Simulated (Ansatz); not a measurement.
C$_{2}$H$_{8}$SeSi (`CC[Se][SiH3]`) from Hartree–Fock to CCSD(T)

Z-matrix (Å, degrees):
```
C
C 1 1.513
H 1 1.092 2 111.3
H 1 1.093 2 110.1 3 -119.7
H 1 1.092 2 111.3 3 120.6
Se 2 1.972 1 109.7 3 -60.3
H 2 1.090 1 111.4 3 -179.4
H 2 1.090 1 111.4 3 58.8
Si 6 2.265 2 96.7 1 179.4
H 9 1.484 6 106.6 2 -179.8
H 9 1.488 6 111.2 2 60.4
H 9 1.488 6 111.1 2 -60.0
```

Total charge 0; spin multiplicity 1. Correlated methods include outer-core shells of Se, which these sets cover unevenly. Scalar relativity is left out up to krypton. All single points use the PBE0-D4/def2-TZVP geometry. It is one conformer, not always the lowest. Frozen core, restricted reference, the Gaussian-basis code of Ansatz.

```
     basis      HF (Eh)  MP2 corr.  CCSD corr.  (T)  CCSD(T) total
  def2-SVP  -2768.74102   -0.63080    -0.68367    ?              ?
def2-TZVPP  -2769.23044          ?           ?    ?              ?
def2-QZVPP  -2769.29063   -1.09480           –    –              –
```

Fill in the withheld values. (Estimate.)

Ansatz gave: def2-SVP (T): -0.01921; def2-SVP CCSD(T) total: -2769.44390; def2-TZVPP MP2 corr.: -0.75963; def2-TZVPP CCSD corr.: -0.80852; def2-TZVPP (T): -0.03076; def2-TZVPP CCSD(T) total: -2770.06972.
